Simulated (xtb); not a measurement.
C$_{2}$H$_{9}$AsGa, doublet, from a rough starting geometry (GFN-xTB shapes and energies of metal compounds can be far from the true ones) (the spin is typed, not shown lowest); xtb 6.7.1 with GFN2-xTB.

The xtb input:
```
$ xtb mol.xyz --gfn 2 --uhf 1 --opt vtight --json

# file mol.xyz
13

Ga     0.24684830     0.23702681     0.07459884
C      1.54453187     1.78672661    -0.51251065
H      2.60408238     1.55799617    -0.56817054
H      1.43884111     2.63366948     0.15225979
H      1.29138761     2.18711652    -1.54652700
C     -1.22355361     0.73645793     1.48488784
H     -1.87916957    -0.14344464     1.74545379
H     -1.95085698     1.44074168     1.07572277
H     -0.82825676     1.20213453     2.38211359
As    -0.78533129    -2.38804543    -1.04416601
H     -0.06286349    -2.97891741     0.14825561
H      0.48442607    -2.38703006    -1.82109562
H     -0.99827341    -3.89752059    -1.55771265
```

What the program printed (banner, timings and long lists left out):

```
   ID    Z sym.   atoms
    1   31 Ga     1
    2    6 C      2, 6
    3    1 H      3-5, 7-9, 11-13
    4   33 As     10

           -------------------------------------------------
          |                Calculation Setup                |
           -------------------------------------------------

molecular fragmentation (1/2 indicates fragments):
1111111112222
# atoms in fragment 1/2:     9     4
 fragment masses (1/2) :       99.79       77.95
CMA distance (Bohr)    :   6.370
constraining FC (au)   :  0.0500

           -------------------------------------------------
          |                 G F N 2 - x T B                 |
           -------------------------------------------------

          ...................................................
          :                      SETUP                      :
          :.................................................:
          :  # basis functions                  37          :
          :  # atomic orbitals                  35          :
          :  # shells                           19          :
          :  # electrons                        25          :
          :  max. iterations                   250          :
          :  Hamiltonian                  GFN2-xTB          :
          :  restarted?                      false          :
          :  GBSA solvation                  false          :
          :  PC potential                    false          :
          :  electronic temp.          300.0000000     K    :
          :  accuracy                    1.0000000          :
          :  -> integral cutoff          0.2500000E+02      :
          :  -> integral neglect         0.1000000E-07      :
          :  -> SCF convergence          0.1000000E-05 Eh   :
          :  -> wf. convergence          0.1000000E-03 e    :
          :  Broyden damping             0.4000000          :
          :  net charge                          0          :
          :  unpaired electrons                  1          :
          ...................................................

 iter      E             dE          RMSdq      gap      omega  full diag
   1    -12.4344159 -0.124344E+02  0.102E+01    2.87       0.0  T
   2    -12.4541372 -0.197213E-01  0.517E+00    3.48       1.0  T
   3    -12.4544618 -0.324588E-03  0.233E+00    3.20       1.0  T
   4    -12.4566158 -0.215398E-02  0.808E-01    3.36       1.0  T
   5    -12.4565792  0.366274E-04  0.406E-01    3.40       1.0  T
   6    -12.4567182 -0.139053E-03  0.217E-01    3.39       1.0  T
   7    -12.4568498 -0.131636E-03  0.527E-02    3.38       1.0  T
   8    -12.4568534 -0.353233E-05  0.330E-02    3.38       1.0  T
   9    -12.4568542 -0.773944E-06  0.124E-02    3.38       2.2  T
  10    -12.4568542 -0.451992E-07  0.228E-03    3.38      12.2  T
  11    -12.4568542 -0.174714E-08  0.747E-04    3.38      37.1  T
  12    -12.4568542 -0.736753E-09  0.363E-04    3.38      76.4  T

   *** convergence criteria satisfied after 12 iterations ***

         :::::::::::::::::::::::::::::::::::::::::::::::::::::
         ::                     SUMMARY                     ::
         :::::::::::::::::::::::::::::::::::::::::::::::::::::
         :: total energy             -12.343797572058 Eh    ::
         :: gradient norm              0.053614279561 Eh/a0 ::
         :: HOMO-LUMO gap              3.381308028065 eV    ::
         ::.................................................::
         :: SCC energy               -12.456834026366 Eh    ::
         :: -> isotropic ES            0.009790111813 Eh    ::
         :: -> anisotropic ES          0.003051967135 Eh    ::
         :: -> anisotropic XC          0.005531255039 Eh    ::
         :: -> dispersion             -0.006522929032 Eh    ::
         :: repulsion energy           0.113036454308 Eh    ::
         :: add. restraining           0.000000000000 Eh    ::
         :: total charge              -0.000000000000 e     ::
[...]
 * total energy  :   -12.3492678 Eh     change       -0.1305006E-05 Eh
 * total energy  :   -12.3492691 Eh     change       -0.1270004E-05 Eh
 * total energy  :   -12.3492682 Eh     change        0.8934329E-06 Eh
 * total energy  :   -12.3492715 Eh     change       -0.3360300E-05 Eh
 * total energy  :   -12.3492726 Eh     change       -0.1045828E-05 Eh
 * total energy  :   -12.3492736 Eh     change       -0.9678099E-06 Eh
 * total energy  :   -12.3492742 Eh     change       -0.6915244E-06 Eh
 * total energy  :   -12.3492747 Eh     change       -0.4622869E-06 Eh
 * total energy  :   -12.3492751 Eh     change       -0.3413271E-06 Eh
 * total energy  :   -12.3492753 Eh     change       -0.2419666E-06 Eh
 * total energy  :   -12.3492754 Eh     change       -0.1406135E-06 Eh
 * total energy  :   -12.3492755 Eh     change       -0.8487556E-07 Eh
   *** GEOMETRY OPTIMIZATION CONVERGED AFTER 88 ITERATIONS ***
         :: total energy             -12.349275520489 Eh    ::
[...]
        17                         -0.0779716              -2.1217
        18                         -0.0150912              -0.4107
        19                          0.0112015               0.3048
        20                          0.0305638               0.8317
        21                          0.0667788               1.8171
        22                          0.0905969               2.4653
        23                          0.1290293               3.5111
        24                          0.1816827               4.9438
       ...                                ...                  ...
        35                          1.1908836              32.4056
      -------------------------------------------------------------
                  HL-Gap            0.1219527 Eh            3.3185 eV
             Fermi-level           -0.2856347 Eh           -7.7725 eV

     #   Z          covCN         q      C6AA      α(0)
     1  31 Ga       2.051     0.122   215.677    32.937
     2   6 C        3.584    -0.190    25.056     7.262
     3   1 H        0.924     0.046     2.366     2.406
     4   1 H        0.924     0.046     2.375     2.410
     5   1 H        0.924     0.046     2.373     2.409
     6   6 C        3.591    -0.191    25.008     7.245
     7   1 H        0.924     0.046     2.372     2.409
     8   1 H        0.924     0.038     2.477     2.461
     9   1 H        0.924     0.036     2.502     2.474
    10  33 As       3.333     0.070   212.159    26.691
    11   1 H        0.972    -0.018     3.382     2.874
    12   1 H        0.972    -0.027     3.569     2.952
    13   1 H        0.968    -0.023     3.484     2.917

 Mol. C6AA /au·bohr⁶  :       2875.165689
 Mol. C8AA /au·bohr⁸  :     148544.270323
 Mol. α(0) /au        :         97.446643

Wiberg/Mayer (AO) data.
largest (>0.10) Wiberg bond orders for each atom

 ---------------------------------------------------------------------------
     #   Z sym  total        # sym  WBO       # sym  WBO       # sym  WBO
 ---------------------------------------------------------------------------
     1  31 Ga   2.418 --     2 C    0.843     6 C    0.837    10 As   0.314
     2   6 C    3.863 --     3 H    0.938     5 H    0.937     4 H    0.935
                             1 Ga   0.843     6 C    0.162
     3   1 H    0.997 --     2 C    0.938
     4   1 H    0.997 --     2 C    0.935
     5   1 H    0.997 --     2 C    0.937
     6   6 C    3.869 --     8 H    0.940     9 H    0.939     7 H    0.937
                             1 Ga   0.837     2 C    0.162
     7   1 H    0.997 --     6 C    0.937
     8   1 H    0.998 --     6 C    0.940
     9   1 H    0.998 --     6 C    0.939
    10  33 As   3.260 --    12 H    0.965    11 H    0.959    13 H    0.936
                             1 Ga   0.314
    11   1 H    1.000 --    10 As   0.959
    12   1 H    0.999 --    10 As   0.965
    13   1 H    0.987 --    10 As   0.936
 ---------------------------------------------------------------------------

Topologies differ in total number of bonds
Writing topology from bond orders to xtbtopo.mol

molecular dipole:
                 x           y           z       tot (Debye)
 q only:       -0.048      -0.044      -0.153
   full:        0.200      -0.107      -0.040       0.586
molecular quadrupole (traceless):
                xx          xy          yy          xz          yz          zz
 q only:        0.581       0.319      -0.943       0.675      -0.324       0.362
  q+dip:       -0.171      -0.096       0.553      -1.421      -0.520      -0.382
   full:       -0.299      -2.037      -0.911       0.181      -1.019       1.210

optimized geometry written to: xtbopt.xyz

           -------------------------------------------------
          | TOTAL ENERGY              -12.349275520489 Eh   |
          | GRADIENT NORM               0.000026560592 Eh/α |
          | HOMO-LUMO GAP               3.318502635545 eV   |
           -------------------------------------------------
```
